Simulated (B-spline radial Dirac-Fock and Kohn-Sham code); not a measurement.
**The K (1s) hole of krypton ions: width and yield against charge**

The computed values come from a radial finite-basis atomic code: independent-particle radiative and Coulomb Auger rates from relativistic LDA hole-state orbitals, with Dirac-Fock energies. Tabulated ground configurations, configuration averages; single configurations, so decays that open only by mixing (as 1s 2s² with 1s 2p² in Be-like ions) are missing and such tiny yields are far too low.

| ion | configuration | radiative (eV) | non-radiative (eV) | yield |
| --- | --- | --- | --- | --- |
| Kr | [Ar] 3d10 4s2 4p6 | 1.72 | 0.938 | 0.647 |
| Kr⁺ | [Ar] 3d10 4s2 4p5 | 1.72 | 0.938 | 0.647 |
| Kr²⁺ | [Ar] 3d10 4s2 4p4 | 1.72 | 0.937 | 0.647 |
| Kr³⁺ | [Ar] 3d10 4s2 4p3 | 1.72 | 0.935 | 0.647 |
| Kr⁴⁺ | [Ar] 3d10 4s2 4p2 | 1.71 | 0.933 | 0.647 |
| Kr⁵⁺ | [Ar] 3d10 4s2 4p1 | 1.71 | 0.931 | 0.647 |
| Kr⁶⁺ | [Ar] 3d10 4s2 | 1.71 | 0.928 | 0.648 |
| Kr⁷⁺ | [Ar] 3d10 4s1 | 1.71 | 0.925 | 0.648 |
